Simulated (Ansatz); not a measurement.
AsH$_{6}$NSi, SMILES `[SiH3]N[AsH2]`, one more setting.

```yaml
crystal:
  periodic: [false, false, false]
  atoms:
    - {symbol: Si, position_ang: [-0.540247, 0.652461, -0.822670]}
    - {symbol: N, position_ang: [0.871844, 0.223737, 0.060336]}
    - {symbol: As, position_ang: [0.977105, -1.081701, 1.359895]}
    - {symbol: H, position_ang: [-1.069164, -0.472636, -1.645710]}
    - {symbol: H, position_ang: [-0.202957, 1.789302, -1.720638]}
    - {symbol: H, position_ang: [-1.616299, 1.048826, 0.123938]}
    - {symbol: H, position_ang: [1.776609, 0.515161, -0.270419]}
    - {symbol: H, position_ang: [-0.194544, -0.587152, 2.207150]}
    - {symbol: H, position_ang: [0.086052, -2.134198, 0.691118]}
basis:
  gaussian: {orbitals: aug-cc-pVTZ, point_charges: [{charge: 0.50, position_ang: [4.852, 0.272, -0.655]}]}
hamiltonian: {xc: {name: r2SCAN50}}
```

```sh
$ ansatz run in.yaml --threads 2 --pin off --events-out ev --progress --plain --max-ram 4352MiB
```

Output, abridged:

```
Functional definition: r2SCAN50
1498 factors; their error is unknown
mean field evaluation 1: about -70300.4976 eV, gradient 4.9e1 eV
mean field evaluation 2: about -70297.0883 eV, gradient 6.1e1 eV
mean field evaluation 4: about -70305.1829 eV, gradient 6.0e-1 eV
mean field evaluation 8: about -70305.8804 eV, gradient 7.2e-1 eV
mean field evaluation 16: about -70305.8807 eV, gradient 7.5e-5 eV
mean field -70305.88066818 eV, -2583.6934595181 hartree, gradient 7.5e-5 eV, S^2 0.000000; 0 other end points of the search recorded, 0 dependent functions left out
reference -70305.88068107 eV, -2583.6934599919 hartree; 30, 30 occupied and 263, 263 virtual orbitals, 1498 factors
Total energy: -70305.88068107 eV, -2583.6934599919 hartree
```

It took 14 s on 2 threads of an Arm Neoverse V1 on a shared host, with 0.72 GiB of host memory at the peak.
